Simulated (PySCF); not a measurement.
Task: Write Cartesian coordinates for `C=CCOC(=O)C#C` as optimised with GFN2-xTB.

Result: 
```xyz
14
C6H6O2 angstrom
C      3.6509   -0.2610    1.0917
C      2.5558    0.0160    0.6882
C      1.2404    0.4193    0.2444
O      0.6809    1.4170    0.6156
O      0.7565   -0.4593   -0.6387
C     -0.5532   -0.1920   -1.1482
C     -1.6097   -0.6722   -0.1989
C     -2.5765    0.0925    0.2693
H      4.6097   -0.5173    1.4373
H     -0.6605    0.8824   -1.3293
H     -0.6005   -0.7412   -2.0931
H     -1.5105   -1.7068    0.1013
H     -3.3170   -0.2854    0.9531
H     -2.6668    1.1277   -0.0149
```

Any rigid rotation of these coordinates is as good. Atoms count from 1 in this order. Of the pairs four or more bonds apart, O4···H10 is among the closest relative to their van der Waals radii: 2.42 Å, 89 % of the sum of Bondi's values. The 3 C–O bonds span 1.203 Å (C3=O4, drawn double) to 1.431 Å (O5–C6, drawn single), a spread of 0.228 Å. The C–C distances run from 1.199 Å (C1≡C2, drawn triple) to 1.499 Å (C6–C7, drawn single), a spread of 0.300 Å.

Bonds between heavy atoms (Å): C1≡C2 1.199, C2–C3 1.446, C3=O4 1.203, C3–O5 1.336, O5–C6 1.431, C6–C7 1.499, C7=C8 1.319.

Structure optimised with GFN2-xTB, isolated species.

Point group: C1 (no symmetry element, even within 0.4 Å). GFN2-xTB frequencies: not computed here. One conformer, not necessarily the lowest (C2–C3–O5–C6 179°, C3–O5–C6–C7 -82°, O5–C6–C7–C8 126°).
